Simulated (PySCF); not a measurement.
As+ (arsenic, charge +1) across methods

[Ar] 3d10 4s1 4p2 4d1, one real determinant (an excited configuration). All numbers are calculated (PySCF 2.14, the non-relativistic Hamiltonian (point nucleus), in dyall-av2z).

```
 method  E (hartree)  mean ε 4s α (eV)  mean ε 4p α (eV)  mean ε 4d α (eV)  Σ⟨r²⟩ (bohr²)   ⟨S²⟩
 revPBE    -2234.639           -27.144           -17.027            -5.566          38.23  6.001
  HSE06    -2234.518           -28.687           -18.008            -5.704          38.21  6.001
 r2SCAN    -2234.787           -28.034           -17.570            -5.506          38.35  6.001
    PBE    -2234.468           -27.193           -17.049            -5.545          38.18  6.001
r2SCAN0    -2234.778           -29.707           -18.789            -6.008          38.24  6.001
    LDA    -2231.505           -27.371           -17.124            -5.491          38.00  6.001
   PBE0    -2234.532           -29.110           -18.437            -6.076          38.17  6.001
    UHF  -2233.24704           -34.221           -22.040            -7.269          38.64  6.001
 M06-2X    -2234.837           -30.362           -19.494            -6.589          38.07  6.000
```

⟨L²⟩ = 7.80 against 12 for a pure F term, so this real determinant mixes terms. The outer electron is Rydberg-like, and this basis confines it to a smaller radius and binds it less than a complete one would.
